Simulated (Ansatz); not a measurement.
Input for Ansatz (an electronic-structure program): R-PBE0/def2-TZVPPD on CH4O2S (a complex), monomers drawn apart or pushed together. Files ending in .json are basis or fitting sets from the Basis Set Exchange.

Ansatz 0.2 input:
```yaml
crystal:
  periodic: [false, false, false]
  atoms:
    - {symbol: C, position_ang: [-0.02306616, 0.00422561, -0.17709725]}
    - {symbol: H, position_ang: [-0.03907513, 0.12355951, -1.25930005]}
    - {symbol: H, position_ang: [0.86418262, -0.56111658, 0.10647399]}
    - {symbol: H, position_ang: [0.00303375, 0.98590100, 0.29381095]}
    - {symbol: H, position_ang: [-0.92088547, -0.52784440, 0.13624174]}
    - {symbol: O, position_ang: [-1.18740881, 0.41666778, 2.98500295]}
    - {symbol: S, position_ang: [0.01537153, -0.36749300, 2.90051212]}
    - {symbol: O, position_ang: [1.28613788, 0.30509131, 2.93931071]}
basis:
  gaussian:
    orbitals: def2-TZVPPD.json
hamiltonian:
  xc: {name: PBE0}
scf: {lower_state_search: off}
```

Output:

```
WARN ansatz: RAYON_NUM_THREADS=1 ignored (pool sized by the plan → 1); use --threads N
Functional definition: PBE0
these checks for a lower state are left out or cut short: stability, starts, cluster_reference, orbital_swaps, neighbouring_geometries, increment
integrals: 0.15 GiB planned
1134 factors; their error is unknown
mean field: 1.30 GiB planned
mean field evaluation 1: about -16013.0682 eV, gradient 8.0e1 eV
mean field evaluation 2: about -15991.2345 eV, gradient 1.4e2 eV
mean field evaluation 4: about -16024.3919 eV, gradient 5.0e0 eV
mean field evaluation 8: about -16024.4418 eV, gradient 5.1e-2 eV
mean field evaluation 16: about -16024.4756 eV, gradient 5.4e-5 eV
mean field -16024.47556905 eV, -588.8886153830 hartree, gradient 3.3e-6 eV, S^2 0.000000; 0 other end points of the search recorded, 0 dependent functions left out
reference -16024.47560928 eV, -588.8886168612 hartree; 21, 21 occupied and 215, 215 virtual orbitals, 1134 factors
Total energy: -16024.47560928 eV, -588.8886168612 hartree
Checks for a lower state left out: stability, starts, cluster_reference, orbital_swaps, neighbouring_geometries, increment
```

The run converged.

Cost: roughly 2.2 core-seconds.
